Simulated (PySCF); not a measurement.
NMR data simulated for an unnamed compound:

¹H NMR (600 MHz, computed): δ 4.98 (m, 2H), 3.59 (s, 6H), 0.18 (s, 3H).

¹³C{¹H} NMR (computed): δ 82.1 (CH2), -4.3 (CH3).

[PySCF: PBE0/pcSseg-1 with gauge-including orbitals; coordinates at the GFN2-xTB level; no relativistic terms; averaged over atoms made equivalent by symmetry, fast rotation or ring inversion; no solvent; a single conformation]

Chemical shifts δ = σref − σ; TMS for ¹H and ¹³C, all at this level.

**Question.** Which of these does the molecule contain: a CH3CH2 unit, a Si–H bond, a Si–CH3 group, an aldehyde, a tert-butyl group?

**Answer.** 
- A CH3CH2 unit: no.
- A Si–H bond: yes (δH 3.59 (s)).
- A Si–CH3 group: yes (δC -4.3; δH 0.18 (s)).
- An aldehyde: no.
- A tert-butyl group: no.

The data belong to `[SiH3][Si](C)([SiH3])CF`, C₂H₁₁FSi₃; they needn't prove each group on their own.

Carbon signals by region: 1 at 50–100 ppm, 1 below 50 ppm.

Splittings by ¹⁹F in the carbon and heteronuclear signals aren't shown, as no couplings were computed. Shifts are as computed. Against solution values, carbons near 30 ppm lie about +3 ppm off and those near 130 ppm about +5 ppm. Of 1211 compounds with measured shifts, 218 miss one by over three times the rms of a fit or turn the order of signals round; such compounds aren't used in these exercises. Multiplicities follow the n + 1 count of equivalent neighbours, as no J values were calculated; m marks all less simple cases, F and P coupling included.
